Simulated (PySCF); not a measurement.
C3H7NSi, SMILES N([SiH3])C=C=C. The structure is a stationary point at ωB97X-D3(BJ)/def2-SVP. The structure was generated by enumeration, and PubChem lists no compound with its InChIKey, so it may never have been made. Other conformers were not sampled.

Computed with ωB97X-D3(BJ)/def2-SVP in PySCF 2.14.0.

Harmonic wavenumbers (cm⁻¹): 110, 127, 159, 224, 277, 286, 615, 633, 723, 733, 827, 912, 935, 947, 963, 995, 1023, 1037, 1217, 1379, 1416, 1520, 2111, 2250, 2261, 2267, 3134, 3191, 3222, 3697. Rotational constants (GHz): 7.599, 2.382, 1.877; symmetry number 1.

**Question.** Work out the zero-point energy and the ideal-gas rigid-rotor harmonic-oscillator thermochemistry at 298.15 K and 1 atm.

**Answer.** ZPE = ½ Σ hcν = ½ × 39191 cm⁻¹ = 56.03 kcal/mol. H − E(el) = 61.12 kcal/mol. Entropy in cal/(mol K): translation 39.24, rotation 26.65, vibration 16.18, total 82.07. G − E(el) = 36.65 kcal/mol. Cp = 26.42 cal/(mol K). Modes under 150 cm⁻¹ make the vibrational entropy uncertain.
